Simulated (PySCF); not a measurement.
Radial density of Mn (manganese, neutral)

UHF, [Ar] 3d4 4s2 4p1, one real determinant (an excited configuration). All numbers are calculated (PySCF 2.14, no relativity, point nucleus, in aug-cc-pwCVTZ).

```tsv
r (bohr)	4πr²ρ (e/bohr)	4πr²(ρα − ρβ)
0.00108	0.1475	0.0000
0.00182	0.4022	0.0000
0.00306	1.070	0.0000
0.00515	2.726	0.0001
0.00867	6.472	0.0001
0.0146	13.64	0.0002
0.0245	23.62	0.0001
0.0413	29.86	-0.0002
0.0694	25.56	0.0018
0.117	24.66	0.0307
0.196	33.17	0.2488
0.330	18.78	1.2503
0.555	12.55	3.2630
0.934	12.40	3.3994
1.57	3.016	1.3049
2.64	1.216	0.4347
4.45	0.4223	0.1804
7.48	0.02916	0.0192
12.6	0.0001102	0.0001
```

⟨L²⟩ = 8.18 against 12 for a pure F term, so this real determinant mixes terms. ⟨S²⟩ = 8.83 against 8.75 shows spin contamination.
